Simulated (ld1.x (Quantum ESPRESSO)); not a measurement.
**Cutoff test, scandium (Sc), ultrasoft**

ld1.x (Quantum ESPRESSO) 7.5 input, shortened:

```
&input
   title='Sc', zed=21., rel=1, dft='PBE', iswitch=3,
   config='[Ar] 3d1 4s1.5 4p0.5'
 /
 &inputp
   pseudotype=3, tm=.true., lloc=-1, rcloc=2.00,
   nlcc=.true., rcore=1.85
 /
6
4S  1  0   1.50   0.00  2.55  3.10  0.0
4S  1  0   0.00   1.55  2.55  3.10  0.0
4P  2  1   0.50   0.00  3.20  4.15  0.0
4P  2  1   0.00   1.10  3.20  4.15  0.0
3D  3  2   1.00   0.00  1.50  1.80  0.0
3D  3  2   0.00   0.70  1.50  1.80  0.0
 &test
   configts(1)='3d1 4s1.5 4p0.5'
 /
```

The pseudo-atom Hamiltonian at the reference potential is diagonalised in spherical Bessel functions j_l(qr) that vanish at 20 bohr, with q² up to the cutoff. All-electron valence levels (Ry): 4s -0.3340, 4p -0.1297, 3d -0.2803.

Problem. How do the lowest levels (Ry) of each channel move with the cutoff, and are there ghosts?

Solution.

```tsv
cutoff (Ry)	s #1	p #1	p #2	d #1	d #2	f #1	Σ f·Δε (mRy)
8	-0.3341	-0.1297	0.0271	-0.0043	0.0688	0.0874	276.1
12	-0.3341	-0.1297	0.0271	-0.0574	0.0473	0.0874	223.0
18	-0.3341	-0.1297	0.0271	-0.2072	0.0336	0.0874	73.1
25	-0.3341	-0.1297	0.0271	-0.2680	0.0313	0.0874	12.4
35	-0.3341	-0.1297	0.0271	-0.2799	0.0309	0.0874	0.4
45	-0.3341	-0.1297	0.0271	-0.2801	0.0309	0.0874	0.3
400	-0.3341	-0.1297	0.0271	-0.2803	0.0308	0.0874	0.0
```

Result: no extra level below or beside the all-electron valence levels (s, p, d, f tested); 10 mRy is reached at 30 Ry and 1 mRy at 35 Ry.
